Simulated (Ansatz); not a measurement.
Calculated with Ansatz (gas phase, PBE0-D4/def2-TZVP geometries, no zero-point term in ΔE). CBS: MP2 limit from def2 TZ/QZ plus the TZ coupled-cluster correction, frozen cores. Functionals use def2-TZVPP. Each species was taken in one conformer, which may not be the lowest.

`OC[SiH2]O` + `[CH3][Al]([F])[SH]` → `O[SiH2]S` + `[CH3][Al]([F])[CH2]O`  (redistribution)

`OC[SiH2]O`:

```xyz
10

O    -0.507   -1.691   -0.595
C     0.511   -0.704   -0.697
Si   -0.098    0.937   -0.009
O    -0.806    0.624    1.457
H    -0.899   -1.625    0.281
H     0.761   -0.608   -1.758
H     1.434   -1.027   -0.190
H     1.027    1.906    0.140
H    -1.165    1.504   -0.868
H    -0.257    0.685    2.239
```

`[CH3][Al]([F])[SH]`:

```xyz
8

C     1.103    0.150    0.344
Al   -0.790   -0.246    0.358
F    -1.526   -0.717    1.758
S    -2.125   -0.131   -1.357
H     1.467    0.422   -0.648
H     1.325    0.976    1.026
H     1.677   -0.714    0.692
H    -1.132    0.260   -2.174
```

`O[SiH2]S`:

```xyz
7

O    -0.742   -0.538    1.191
Si    0.372   -0.392   -0.006
S     0.258    1.465   -1.051
H    -0.799    0.178    1.826
H     1.765   -0.401    0.505
H     0.107   -1.538   -0.901
H    -0.960    1.225   -1.565
```

`[CH3][Al]([F])[CH2]O`:

```xyz
11

C     0.193    1.794   -0.226
Al    0.802    0.071    0.430
F     2.225   -0.021    1.273
C    -0.201   -1.605    0.151
O    -1.225   -1.465   -0.842
H    -0.693    2.134    0.322
H    -0.092    1.736   -1.280
H     0.959    2.566   -0.120
H     0.487   -2.363   -0.239
H    -0.600   -2.045    1.076
H    -1.853   -0.802   -0.546
```

```
             level  ΔE (kJ/mol)  difference from CCSD(T)/CBS
            PBE-D4         53.0                         -6.4
         r2SCAN-D4         58.6                         -0.8
           PBE0-D4         56.5                         -2.9
           ωB97X-V         57.4                         -2.0
           ωB97M-V         56.5                         -2.9
            B2PLYP         57.1                         -2.3
            r2SCAN         58.5                         -0.9
              PBE0         56.1                         -3.3
     HF/def2-TZVPP         63.7                          4.3
SCS-MP2/def2-TZVPP         59.1                         -0.3
   CCSD/def2-TZVPP         60.3                          0.9
CCSD(T)/def2-TZVPP         59.7                          0.3
     HF/def2-QZVPP         63.6                          4.2
    MP2/def2-QZVPP         59.1                         -0.3
SCS-MP2/def2-QZVPP         59.0                         -0.4
     MP2/CBS(def2)         59.0                         -0.4
       CCSD(T)/CBS         59.4                            0
```

Largest T1 diagnostic among the species: 0.011.

In def2-TZVPP, CCSD(T) changes the Hartree–Fock value by −3.9 kJ/mol (the triples alone add −0.5 kJ/mol) and MP2 by −4.4 kJ/mol. From PBE to PBE0 (25 % exact exchange), in def2-TZVPP and without D4, ΔE moves by +3.6 kJ/mol.
